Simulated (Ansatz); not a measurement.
Consider the formal exchange of groups at the In–F bond: `[F][In]([F])[F]` + `C#CCCCC` → `C#[C][In]([F])[F]` + `CCCCF`.

Gas-phase electronic energies from Ansatz, PBE0-D4/def2-TZVP geometries. CBS: MP2 limit from def2 TZ/QZ plus the TZ coupled-cluster correction, frozen cores. DFT in def2-TZVPP. HSE06 is defined as in plane-wave codes. Elements past krypton have def2 core potentials. For In outer-core shells are correlated without core-valence functions, which leaves a few kJ/mol of doubt a bond. Each species was taken in one conformer, which may not be the lowest.

```json
{"level": "PBE-D4", "ΔE (kcal/mol)": "17.7"}
{"level": "B97M-V", "ΔE (kcal/mol)": "18.2"}
{"level": "HSE06-D4", "ΔE (kcal/mol)": "16.5"}
{"level": "BHLYP-D4", "ΔE (kcal/mol)": "15.0"}
{"level": "PBE0", "ΔE (kcal/mol)": "16.0"}
{"level": "RPA@PBE/def2-TZVPP", "ΔE (kcal/mol)": "12.2"}
{"level": "CCSD(T)/def2-SVP", "ΔE (kcal/mol)": "16.5"}
{"level": "MP2/def2-QZVPP", "ΔE (kcal/mol)": "17.8"}
```

(1) What does CCSD(T)/CBS give? (Estimate.)

Largest T1 diagnostic among the species: 0.018.

Results:

(1) Ansatz gave: +16.2 kcal/mol. The listed levels differ from it by 1.5, 2.0, 0.3, -1.2, -0.2, -4.0, 0.3, 1.6 kcal/mol.

Leaving LDA and LC-ωPBE aside and taking each functional with its dispersion term where it has one, the values, not all of them listed here, spread over 3.9 kcal/mol, from BHLYP-D4 to revPBE-D4. In def2-TZVPP, CCSD(T) changes the Hartree–Fock value by +0.9 kcal/mol (the triples alone add +0.3 kcal/mol) and MP2 by +3.2 kcal/mol. From BLYP to BHLYP (50 % exact exchange), in def2-TZVPP and without D4, ΔE moves by −1.8 kcal/mol.
